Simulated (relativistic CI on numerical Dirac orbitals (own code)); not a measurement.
# Ligand-field terms of d4

Computed with a parametric ligand-field model of a d^n configuration (Racah B and C, spin-orbit zeta, crystal field), exact diagonalisation.

Field parameters in Wybourne normalisation: Oh B⁴₀ = 21Dq, B⁴₄ = √(5/14) B⁴₀; Td as Oh with Dq negative (B⁴₀ = 21Dq, B⁴₄ = √(5/14) B⁴₀). The field is a parameter set, without covalency.

(1) Lowest levels for B = 730, C = 3210, ζ = 880 cm⁻¹, Oh, 10Dq = 32350 cm⁻¹?

(2) Lowest levels for B = 300, C = 1090, ζ = 1900 cm⁻¹, Oh, 10Dq = 18100 cm⁻¹?

(3) Lowest levels for B = 640, C = 2990, ζ = 50 cm⁻¹, Oh, 10Dq = 25150 cm⁻¹?

(4) Lowest levels for B = 780, C = 3020, ζ = 440 cm⁻¹, Oh, 10Dq = 8000 cm⁻¹?

(5) Lowest levels for B = 640, C = 2490, ζ = 270 cm⁻¹, Td, 10Dq = -3050 cm⁻¹?

Results:

(1) A1 0 (S 1.01), T1 563 (S 1.01), E 1403 (S 1.00), T2 1407 (S 1.00), T2 10463 (S 0.02), E 11420 (S 0.02), A2 13852 (S 2.00), T2 13871 (S 2.00), E 13890 (S 1.99) cm⁻¹, with S from ⟨S²⟩ = S(S + 1). The ground level has 0.03 electrons in the cubic e pair.

(2) A1 0 (S 0.99), T1 2143 (S 1.04), T2 3471 (S 0.87), E 3587 (S 0.93), T2 7450 (S 0.38), E 7666 (S 0.31), A1 12395 (S 0.29), A2 14484 (S 1.96), T2 14514 (S 1.94) cm⁻¹, with S from ⟨S²⟩ = S(S + 1). The ground level has 0.10 electrons in the cubic e pair.

(3) A1 0 (S 1.00), T1 24 (S 1.00), E 72 (S 1.00), T2 72 (S 1.00), A2 7269 (S 2.00), T2 7269 (S 2.00), E 7269 (S 2.00), T1 7269 (S 2.00), A1 7269 (S 2.00) cm⁻¹, with S from ⟨S²⟩ = S(S + 1). The ground level has 0.02 electrons in the cubic e pair.

(4) A1 0 (S 2.00), T1 24 (S 2.00), E 47 (S 2.00), T2 65 (S 2.00), A2 83 (S 2.00), T2 7852 (S 2.00), T1 7854 (S 2.00), A1 7857 (S 2.00), T1 8176 (S 2.00) cm⁻¹, with S from ⟨S²⟩ = S(S + 1). The ground level has 1.00 electrons in the cubic e pair.

(5) A1 0 (S 2.00), T1 24 (S 2.00), T2 45 (S 2.00), E 231 (S 2.00), T1 244 (S 2.00), T2 379 (S 2.00), A2 3236 (S 2.00), T2 3242 (S 2.00), E 3248 (S 2.00) cm⁻¹, with S from ⟨S²⟩ = S(S + 1). The ground level has 1.99 electrons in the cubic e pair.
